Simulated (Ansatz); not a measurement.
`C[S][Ga]([Cl])[Cl]`, relaxed with RKS PBE0-D4/def2-TZVP in the Gaussian-basis code of Ansatz from a GFN2-xTB geometry. The force threshold is 0.005 eV/Å; the program also tests the step.

Charge 0, multiplicity 1.

Start:

```xyz
8

C     0.847   -1.033    0.570
S     1.171    0.732    0.167
Ga   -0.842    1.303   -0.649
Cl   -1.218    3.241   -1.355
Cl   -2.376   -0.141   -0.695
H     0.630   -1.589   -0.337
H     0.024   -1.112    1.276
H     1.762   -1.401    1.023
```

```
step  energy (eV)  largest force (eV/Å)  largest move (Å)
   1  -89330.3673                 1.211             0.000
   2  -89330.4204                 0.286             0.042
   3  -89330.4239                 0.079             0.030
   4  -89330.4249                 0.048             0.014
   5  -89330.4250                 0.020             0.009
   6  -89330.4250                 0.006             0.005
   7  -89330.4250                 0.001             0.004
   8  -89330.4251                 0.007             0.011
   9  -89330.4251                 0.010             0.006
  10  -89330.4251                 0.007             0.008
  11  -89330.4251                 0.004             0.001
```

End:

```xyz
8

C     0.845   -1.020    0.574
S     1.123    0.730    0.157
Ga   -0.815    1.285   -0.641
Cl   -1.202    3.253   -1.340
Cl   -2.400   -0.138   -0.748
H     0.599   -1.604   -0.310
H     0.062   -1.129    1.321
H     1.788   -1.378    0.989
```

Hardware: 4 threads of an Arm Neoverse V1 on a shared host. Wall time 62 s, peak host memory 0.74 GiB.
